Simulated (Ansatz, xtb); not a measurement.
## Relative energy of two conformers of CH6BNSe

We compare I, `C[Se]BN`, a singlet, with II, `C[Se]BN`, a singlet. Both are isolated molecules in the gas phase, relaxed with PBE0-D3(BJ)/def2-SVP.

I (Å):

```json
{"atom": "C", "x (Å)": "-3.0629", "y (Å)": "-0.2152", "z (Å)": "-2.4628"}
{"atom": "B", "x (Å)": "-0.3317", "y (Å)": "-1.3335", "z (Å)": "-2.2303"}
{"atom": "N", "x (Å)": "0.9867", "y (Å)": "-1.6820", "z (Å)": "-2.5208"}
{"atom": "Se", "x (Å)": "-1.4151", "y (Å)": "-0.3312", "z (Å)": "-3.5000"}
{"atom": "H", "x (Å)": "-3.4548", "y (Å)": "-1.2184", "z (Å)": "-2.2550"}
{"atom": "H", "x (Å)": "-2.8861", "y (Å)": "0.3236", "z (Å)": "-1.5239"}
{"atom": "H", "x (Å)": "-3.7891", "y (Å)": "0.3403", "z (Å)": "-3.0698"}
{"atom": "H", "x (Å)": "-0.8218", "y (Å)": "-1.6547", "z (Å)": "-1.1729"}
{"atom": "H", "x (Å)": "1.4625", "y (Å)": "-1.4485", "z (Å)": "-3.3825"}
{"atom": "H", "x (Å)": "1.5578", "y (Å)": "-2.2022", "z (Å)": "-1.8689"}
```

II (Å):

```xyz
10

C    -1.9516    1.8175    1.9664
B     0.1832    0.8269    0.1250
N    -0.7953    0.9822   -0.8556
Se   -0.0938    1.2247    2.0048
H    -2.0620    2.7111    1.3364
H    -2.2374    2.0732    2.9945
H    -2.6090    1.0138    1.6066
H     1.2828    0.4233   -0.1684
H    -1.7331    1.3152   -0.6763
H    -0.6186    0.7654   -1.8271
```

Energies in hartree; the thermal terms are from PBE0-D3(BJ)/def2-SVP harmonic frequencies (ideal gas, rigid rotor, one conformer each, 298.15 K, 1 atm) and include the zero-point energy:

|  | I | II |
| --- | --- | --- |
| E, CCSD(T)/def2-SVP | −2520.713333 | −2520.714374 |
| E, MP2/def2-SVP | −2520.655692 | −2520.656714 |
| E, MP2/def2-TZVPP | −2521.222185 | −2521.223488 |
| zero-point energy | 0.078088 | 0.078298 |
| H(298 K) − E | 0.085394 | 0.085325 |
| G(298 K) − E | 0.047209 | 0.048275 |

**Question.** Correct the CCSD(T) difference for the basis set by the MP2 change, then work out ΔE, ΔE₀, ΔH and ΔG for I → II in kcal/mol (1 Eh = 627.51 kcal/mol) and the equilibrium ratio [II]/[I].

**Answer.** 1. Differences II − I: CCSD(T) −0.001041, MP2 in the small set −0.001022, MP2 in the large set −0.001303 Eh.
2. ΔE = −0.001041 + (−0.001303 − (−0.001022)) = −0.001322 Eh = −0.83 kcal/mol.
3. ΔE₀ = ΔE + ΔZPE = −0.001322 + (+0.000210) Eh = −0.70 kcal/mol.
4. ΔH = ΔE + (−0.000069) Eh = −0.87 kcal/mol.
5. ΔG = ΔE + (+0.001066) Eh = −0.16 kcal/mol, so ΔS = (ΔH − ΔG)/T = −10.0 J/(mol K).
6. kT = 0.9442 mEh, so K = [II]/[I] = exp(−ΔG/kT) = exp(+0.27) ≈ 1.3.

The two are too close for this level to say which is favoured. An error of 1 kcal/mol in ΔG would change K by a factor of 5.4. Mirror images and further conformers aren't counted.

Other levels gave ΔE = −0.8 (PBE0-D3(BJ)/def2-SVP); 0.0 (HF/def2-SVP); −0.6 (MP2/def2-SVP); −0.7 (CCSD(T)/def2-SVP) kcal/mol. The correlated steps freeze 12 core orbitals; the filled d shell of Se is correlated, in a basis made for valence electrons. Programs: Ansatz 0.2.0.
